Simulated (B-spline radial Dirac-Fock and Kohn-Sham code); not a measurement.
# Ionisation of each subshell: Er⁵²⁺

System: erbium as Er⁵²⁺, configuration [Ne] 3s2 3p4; nuclear rms radius 5.2516 fm (A = 166).

Level of theory: Dirac-Fock energy differences between relaxed states, corrected for Breit and QED terms; a radial finite-basis atomic code. No correlation. Energies are counted from the vacuum level. Subshells whose hole state is unreliable or did not converge are left out.

All terms are in eV, carry their sign (relaxation lowers the binding energy) and add up to the binding energy; ⟨r⟩ is the mean radius of the orbital in the initial state.

| subshell | −ε (Koopmans) | relaxation | Breit | QED | binding energy | ⟨r⟩ (bohr) |
| --- | --- | --- | --- | --- | --- | --- |
| 1s | 61565.3 | -30.96 | -173.84 | -90.30 | ? | 0.020 |
| 2s | 13418.2 | -6.44 | -19.16 | -13.02 | 13379.6 | 0.085 |
| 2p1/2 | 12962.9 | -8.52 | -30.61 | 0.22 | 12924.0 | 0.071 |
| 3s | 5277.9 | -0.75 | -4.50 | -3.50 | 5269.1 | 0.207 |
| 3p | 4950.2 | -0.82 | -5.35 | -0.28 | 4943.7 | 0.206 |

Q: Which binding energy belongs in the row of 1s?

A: 61270.2 eV, the sum of the terms in that row (to rounding).

For the deepest level, K (1s), the Breit terms make up -0.284 % of the binding energy, QED -0.147 % and orbital relaxation -0.051 %.

Going to the tabulated ground configuration of the next ion removes an electron from M2,3 (3p), computed at 4943.7 eV. NIST lists 4866 ± 4 eV as the ionisation energy of this species (theoretical), -77.70 eV from the computed value. Where a p, d or f shell is open in either ion the computed value averages over both j values and all terms, while the table refers to the lowest levels; that difference holds spin-orbit splitting (largest in heavy or highly charged ions), term energies where several electrons share open shells, and correlation, and it can reach 10 % or more.
